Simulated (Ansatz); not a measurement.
Program: Ansatz. Geometries: PBE0-D4/def2-TZVP. ΔE: electronic, gas phase. CCSD(T)/CBS is the MP2 limit (def2-TZVPP, def2-QZVPP) plus CCSD(T) − MP2 in def2-TZVPP, frozen cores. Functionals use def2-TZVPP. One conformer a species, not always the lowest.

`BCB(C)O` + `C[SiH](O)F` → `BO[SiH](C)F` + `CB(C)O`  (ligand exchange at a B–C bond)

```csv
level,ΔE (eV)
r2SCAN-D4,-1.22
HF/def2-TZVPP,-1.41
SCS-MP2/def2-QZVPP,-1.28
CCSD/CBS(def2),-1.26
```

(1) What does CCSD(T)/CBS give? (An estimate is asked.)

Largest T1 diagnostic among the species: 0.012.

Answers

(1) The calculation gave: -1.24 eV. The listed levels differ from it by 0.02, -0.17, -0.04, -0.02 eV.

In def2-TZVPP, CCSD(T) changes the Hartree–Fock value by +0.16 eV (the triples alone add +0.02 eV) and MP2 by +0.17 eV.
